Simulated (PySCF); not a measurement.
C₂H₉ClOSi₂, SMILES O(C)[Si@@H]([SiH2]C)Cl.

Coordinates come from a r2SCAN-D4/def2-SVP optimisation. The structure was generated by enumeration; whether it is a known compound was not checked. One conformer was computed; it need not be the lowest.

Calculation: PySCF with TDA-PBE/def2-SVPD.

Vertical excitations. Isolated molecule, no solvent.

```json
[
 {"state": "S1", "energy (eV)": "5.85", "λ (nm)": "212", "f": "0.021", "main pairs": "HOMO→LUMO 90 %"},
 {"state": "S2", "energy (eV)": "6.05", "λ (nm)": "205", "f": "0.005", "main pairs": "HOMO−1→LUMO 85 %"},
 {"state": "S3", "energy (eV)": "6.10", "λ (nm)": "203", "f": "0.009", "main pairs": "HOMO→LUMO+1 87 %"},
 {"state": "S4", "energy (eV)": "6.39", "λ (nm)": "194", "f": "0.023", "main pairs": "HOMO−1→LUMO+1 87 %"},
 {"state": "S5", "energy (eV)": "6.57", "λ (nm)": "189", "f": "0.020", "main pairs": "HOMO−2→LUMO 87 %"},
 {"state": "S6", "energy (eV)": "6.71", "λ (nm)": "185", "f": "0.013", "main pairs": "HOMO→LUMO+2 88 %"},
 {"state": "T1", "energy (eV)": "5.35", "λ (nm)": "232", "f": "0", "main pairs": "HOMO→LUMO 97 %"},
 {"state": "T2", "energy (eV)": "5.54", "λ (nm)": "224", "f": "0", "main pairs": "HOMO→LUMO+1 95 %"}
]
```
Triplets are in the Tamm–Dancoff approximation.
